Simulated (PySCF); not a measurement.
# Sc²⁺: ionisation energy

Sc²⁺ [Ar] 3d1 (2D) → Sc³⁺ [Ar] (1S), as a difference of total energies. Computed with PySCF 2.14 in aug-cc-pwCVTZ, with no relativity, point nucleus. Correlated levels: nothing frozen. The calculations carry no spin-orbit coupling.

| method | ionisation energy (eV) | plus first-order spin-orbit estimate | difference from reference of that sum (eV) |
| --- | --- | --- | --- |
| UHF | 24.004 | 24.023 | -0.734 |
| MP2 (all electrons) | 24.668 | 24.687 | -0.070 |
| SCS-MP2 (all electrons) | 24.601 | 24.620 | -0.137 |
| CCSD (all electrons) | 24.668 | 24.686 | -0.071 |
| CCSD(T) (all electrons) | 24.682 | 24.701 | -0.056 |

Reference: 24.757 eV (measured; NIST Atomic Spectra Database, ionization energies).

A first-order spin-orbit estimate (lowest level to lowest level, LS coupling) adds 0.019 eV.

These non-relativistic numbers lack the scalar-relativistic shift.

Errors of the correlated levels include the incompleteness of this basis.
